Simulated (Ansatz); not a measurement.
Calculated with Ansatz (gas phase, PBE0-D4/def2-TZVP geometries, no zero-point term in ΔE). CBS: MP2 limit from def2 TZ/QZ plus the TZ coupled-cluster correction, frozen cores. Functionals use def2-TZVPP. Each species was taken in one conformer, which may not be the lowest.

Consider the substitution at a C–N bond: `CNC(=O)[SiH3]` + `O=CN[SiH3]` → `CN([SiH3])C=O` + `NC(=O)[SiH3]`.

`CNC(=O)[SiH3]`:

```xyz
12

C     0.988   -1.428    1.118
N     0.062   -0.437    0.627
C     0.217    0.191   -0.563
O     1.148   -0.024   -1.321
Si   -1.099    1.487   -1.080
H     0.492   -2.391    1.268
H     1.770   -1.545    0.369
H     1.442   -1.112    2.060
H    -0.738   -0.194    1.186
H    -2.163    1.626   -0.045
H    -1.705    1.040   -2.356
H    -0.414    2.788   -1.263
```

`O=CN[SiH3]`:

Z-matrix (Å, degrees):
```
Si
N 1 1.760
H 1 1.480 2 110.9
H 1 1.485 2 103.9 3 118.2
H 1 1.480 2 110.9 3 -123.5
C 2 1.356 1 119.0 3 61.8
H 2 1.007 1 123.5 3 -118.3
O 6 1.210 2 122.5 1 0.0
H 6 1.105 2 114.9 1 180.0
```

`CN([SiH3])C=O`:

Z-matrix (Å, degrees):
```
C
N 1 1.456
H 1 1.093 2 110.8
H 1 1.089 2 108.4 3 119.7
H 1 1.093 2 110.8 3 -120.7
Si 2 1.747 1 119.3 3 60.6
C 2 1.368 1 117.9 3 -119.3
H 6 1.485 2 109.7 1 -59.6
H 6 1.485 2 109.6 1 59.4
H 6 1.482 2 107.2 1 179.9
O 7 1.207 2 125.5 1 -0.0
H 7 1.105 2 112.3 1 -180.0
```

`NC(=O)[SiH3]`:

Cartesian coordinates in Å:
```
N -1.183 0.265 0.982
C -0.374 -0.595 0.319
O -0.475 -1.803 0.417
Si 0.993 0.120 -0.829
H -1.901 -0.104 1.585
H -1.085 1.260 0.888
H 2.300 -0.365 -0.326
H 0.742 -0.389 -2.197
H 0.983 1.610 -0.840
```

```json
{"level": "B97M-V", "ΔE (kcal/mol)": "2.6"}
{"level": "r2SCANh-D4", "ΔE (kcal/mol)": "2.5"}
{"level": "BHLYP-D4", "ΔE (kcal/mol)": "2.6"}
{"level": "B2PLYP", "ΔE (kcal/mol)": "2.6"}
{"level": "r2SCANh", "ΔE (kcal/mol)": "2.6"}
{"level": "HF/def2-SVP", "ΔE (kcal/mol)": "4.1"}
{"level": "HF/CBS(def2)", "ΔE (kcal/mol)": "3.5"}
{"level": "CCSD/CBS(def2)", "ΔE (kcal/mol)": "2.7"}
```

(1) What does CCSD(T)/CBS give? (Estimate.)

Largest T1 diagnostic among the species: 0.016.

Answers

(1) Computed: +2.6 kcal/mol. The listed levels differ from it by 0.0, -0.1, 0.0, 0.0, 0.0, 1.5, 0.9, 0.1 kcal/mol.

Leaving LDA and LC-ωPBE aside and taking each functional with its dispersion term where it has one, the values, not all of them listed here, spread over 0.6 kcal/mol, from revPBE-D4 to B2PLYP. In def2-TZVPP, CCSD(T) changes the Hartree–Fock value by −1.0 kcal/mol (the triples alone add −0.1 kcal/mol) and MP2 by −1.2 kcal/mol.

CCSD(T)/CBS has its own doubt, a few kJ/mol and more with outer-core shells, so smaller differences from it don't rank the levels.
